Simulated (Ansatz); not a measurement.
Cost and result for the atomization energy of CH$_{6}$BPSSi, SMILES `PB1C[SiH2]S1` (11 atoms, 11 bonds).

Cartesian coordinates in Å:
```
P -1.183 0.942 1.996
B -0.514 0.108 0.422
C 0.956 0.224 -0.166
Si 0.342 -0.494 -1.772
S -1.554 -0.772 -0.779
H -0.148 0.551 2.880
H -2.125 -0.036 2.396
H 1.389 1.226 -0.172
H 1.648 -0.439 0.363
H 0.951 -1.761 -2.257
H 0.238 0.452 -2.913
```

The species carries charge 0 and has multiplicity 1. Geometry: relaxed with PBE0-D4/def2-TZVP. It is one conformer, not always the lowest. Program: Ansatz. All runs use 4 threads of an Intel Xeon Platinum 8375C on a shared host. Times are those of one run each, without the atoms' runs, and a repeat can differ threefold. Electronic energies, without spin–orbit coupling; frozen cores. CCSD(T)/CBS adds CCSD(T) − MP2 in def2-TZVPP to the MP2 limit, and its time is that of the two runs behind it. T1 = 0.015.

CCSD(T)/CBS is a level of theory with its own doubt, some kJ/mol a heavy atom from the limit and from the frozen cores, so smaller differences don't rank the functionals.

```
                             level  functions  wall time
            LDA (SPW92)/def2-TZVPP        272      1.3 s
                PBE0-D4/def2-TZVPP        272      2.9 s
                  CCSD(T)/def2-SVP        112        3 s
               BHLYP-D4/def2-TZVPP        272        3 s
           CAM-B3LYP-D4/def2-TZVPP        272      3.5 s
r2SCAN-D4/def2-TZVPP (with forces)        272        4 s
                 B2PLYP/def2-TZVPP        272      4.9 s
                ωB97X-V/def2-TZVPP        272        7 s
                 B97M-V/def2-TZVPP        272      7.5 s
  ωB97M-V/def2-TZVPP (with forces)        272      9.5 s
                    MP2/def2-QZVPP        504       18 s
                CCSD(T)/def2-TZVPP        272       74 s
                 CCSD(T)/CBS(def2)          –       92 s
```

Q: What atomization energy does each give, and how far from CCSD(T)/CBS? (Estimate.)

A: The calculation gave: 
| level | atomization (kJ/mol) | difference from CCSD(T)/CBS | per bond |
| --- | --- | --- | --- |
| LDA (SPW92)/def2-TZVPP | 4336.4 | 539.1 | 49.0 |
| PBE0-D4/def2-TZVPP | 3836.9 | 39.6 | 3.6 |
| CCSD(T)/def2-SVP | 3553.5 | -243.8 | -22.2 |
| BHLYP-D4/def2-TZVPP | 3739.4 | -57.9 | -5.3 |
| CAM-B3LYP-D4/def2-TZVPP | 3814.7 | 17.4 | 1.6 |
| r2SCAN-D4/def2-TZVPP (with forces) | 3842.5 | 45.2 | 4.1 |
| B2PLYP/def2-TZVPP | 3755.7 | -41.6 | -3.8 |
| ωB97X-V/def2-TZVPP | 3852.8 | 55.5 | 5.0 |
| B97M-V/def2-TZVPP | 3875.9 | 78.6 | 7.1 |
| ωB97M-V/def2-TZVPP (with forces) | 3843.5 | 46.2 | 4.2 |
| MP2/def2-QZVPP | 3795.0 | -2.3 | -0.2 |
| CCSD(T)/def2-TZVPP | 3690.6 | -106.7 | -9.7 |
| CCSD(T)/CBS(def2) | 3797.3 | 0.0 | 0.0 |

The D4 term adds +53.6 kJ/mol with B3LYP and +28.0 kJ/mol with PBE0; it sums over pairs of atoms, weighted by their polarisabilities, and B3LYP, whose exchange is more repulsive, gets the larger term. From r2SCAN to r2SCAN0 (25 % exact exchange), in def2-TZVPP and without D4, the atomization energy moves by −42.7 kJ/mol: exact exchange takes away binding that semilocal exchange gives to molecules. Leaving LDA and LC-ωPBE aside and taking each functional with its dispersion term where it has one, the values spread over 136.4 kJ/mol, from BHLYP-D4 to B97M-V. LDA lies +493.7 kJ/mol from PBE without D4, its usual overbinding.

B3LYP here is the variant with VWN-RPA as its local correlation; programs differ in this.
